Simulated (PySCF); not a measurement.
Start geometry of `FC(F)(F)[SiH2]O[SiH3]` from GFN2-xTB (Å):
```
atom  x, y, z in Å
F1    -2.067    0.535   -0.940
C2    -1.796    0.091    0.287
F3    -2.973   -0.363    0.791
F4    -1.435    1.187    1.017
Si5   -0.370   -1.240    0.249
O6     0.954   -0.418   -0.111
Si7    1.991    0.814   -0.470
H8    -0.253   -1.755    1.607
H9    -0.699   -2.145   -0.800
H10    1.194    1.860   -1.104
H11    2.939    0.182   -1.354
H12    2.554    1.226    0.818
```

Q: What comes out of this run: PBE0-D3(BJ)/def2-SVP geometry optimisation, gas phase (PySCF)?

A: 
```
atom  x, y, z in Å
F1    -2.157    0.416   -0.737
C2    -1.706    0.026    0.463
F3    -2.754   -0.444    1.153
F4    -1.270    1.132    1.097
Si5   -0.287   -1.273    0.312
O6     0.964   -0.539   -0.461
Si7    1.802    0.882   -0.704
H8     0.078   -1.684    1.695
H9    -0.791   -2.420   -0.485
H10    0.906    1.895   -1.332
H11    2.944    0.581   -1.610
H12    2.310    1.400    0.599
```

The energy falls by 6.0 kcal/mol over 15 energy and gradient evaluations, the largest force component goes from 0.0230 to 2.4e-04 Eh/bohr, and the atoms move by 0.186 Å rms after alignment. The bond that changes most is Si5–H9 (oxygen-bound silicon to Si–H hydrogen), which lengthens by 0.060 Å. Bonds longer at the end by more than 0.005 Å: 8 of 11; shorter: 3. Among the angles that change most is Si5–O6–Si7, from 162.3° to 146.3°. Among the dihedrals that turn most is F4–C2–Si5–H9, from -165° to -176°. Rotational constants go from 3165, 1017, 907.5 to 3057, 1065, 939.8 MHz. The orientation of the end geometry is arbitrary; only internal coordinates are fixed.

The run used 131 basis functions and 95 SCF cycles in all. Time: 1.9 min of wall time; peak memory 0.55 GiB. Hardware: an Arm Neoverse V1 with one thread, no GPU (shared host).

No frequency check. The numbers are those of one conformer.
